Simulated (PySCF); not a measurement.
# Ge¹⁴⁺: ionisation energy

Ge¹⁴⁺ [Ar] (1S) → Ge¹⁵⁺ [Ne] 3s2 3p5 (2P), as a difference of total energies. Calculation: PySCF 2.14, in an even-tempered Gaussian basis (19 s from 1.1 bohr⁻², ratio 2.5; 12 p from 1.4 bohr⁻², ratio 2.5; 5 d from 8.6 bohr⁻², ratio 2.7; 4 f from 13 bohr⁻², ratio 2.7); the spin-free X2C one-electron Hamiltonian (Gaussian nucleus). Correlated levels: outer shells: 1s2 frozen; virtual orbitals above 40 to 60 times the deepest correlated orbital energy dropped. The calculations carry no spin-orbit coupling.

```json
{"method": "UHF", "ionisation energy (eV)": "528.76"}
{"method": "MP2 (outer shells)", "ionisation energy (eV)": "529.68"}
{"method": "SCS-MP2 (outer shells)", "ionisation energy (eV)": "529.55"}
{"method": "CCSD (outer shells)", "ionisation energy (eV)": "529.55"}
{"method": "CCSD(T) (outer shells)", "ionisation energy (eV)": "529.55"}
```

Problem. How much does correlation contribute at CCSD(T) (outer shells)?

Solution. 529.55 − (528.76) = 0.79 eV, measured against UHF.

A first-order spin-orbit estimate (lowest level to lowest level, LS coupling) adds -1.918 eV.

Breit and QED terms and the two-electron picture change are absent.

For comparison: 527.9 ± 1.6 eV (semi-empirical (NIST evaluation); NIST Atomic Spectra Database, ionization energies).
